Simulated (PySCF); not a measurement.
ZrBr₂: calculation against measurement

Isolated ZrBr₂, optimised in PySCF with density fitting and no spin–orbit coupling; def2 sets carry scalar-relativistic core potentials from Rb on. All levels below give a triplet of C2v symmetry: PBE0/def2-TZVP Zr–Br 2.503 Å (×2), Br–Zr–Br 148.9°; B3LYP/def2-TZVP Zr–Br 2.526 Å (×2), Br–Zr–Br 154.8°; PBE0/def2-SVP Zr–Br 2.507 Å (×2), Br–Zr–Br 156.1°.

Formally Zr is in oxidation state +2, d2, with 2 unpaired electrons (the high-spin count). The Mulliken spin on Zr is 2.10. The polar-tensor charge on Zr, 1.16, is far below the formal one.

**Question.** The tabulated gas-phase entropy at 298.15 K and 1 bar is 316.78 J/(mol K) (Chase, 1998, NIST Chemistry WebBook). What do rigid-rotor harmonic-oscillator sums give?

**Answer.** PBE0/def2-TZVP 338.2, B3LYP/def2-TZVP 339.4, PBE0/def2-SVP 337.2 J/(mol K). Only the spin multiplicity enters the electronic part, so orbital degeneracy and low-lying levels are missing. Tables of this kind often rest on estimated structures and frequencies for high-temperature species, so a gap need not be the fault of the calculation.

**Question.** ΔfH°(298 K) is -174.47 kJ/mol (Chase, 1998, NIST Chemistry WebBook), and for the gaseous atoms Zr 610.0, Br 111.8 kJ/mol (tabulated in the package mendeleev). Compare the atomisation enthalpy with the calculations.

**Answer.** From the tables it is 610.0 + 2 × 111.8 − (-174.5) = 1008 kJ/mol. To a computed De one adds −ZPE (-3.4), the atoms' spin–orbit lowering from NIST levels (-38.0) and the thermal terms (4.6), all taken at PBE0/def2-TZVP.
| level | De (kJ/mol) | ΔatH°(298 K) | computed − tabulated |
| --- | --- | --- | --- |
| PBE0/def2-TZVP | 891 | 854 | -154 |
| B3LYP/def2-TZVP | 846 | 809 | -199 |
| PBE0/def2-SVP | 900 | 863 | -145 |

The softest mode, 29 cm⁻¹, is close to the numerical noise. Open d and f shells are described by one determinant, and the ground state may have another occupation or spin.
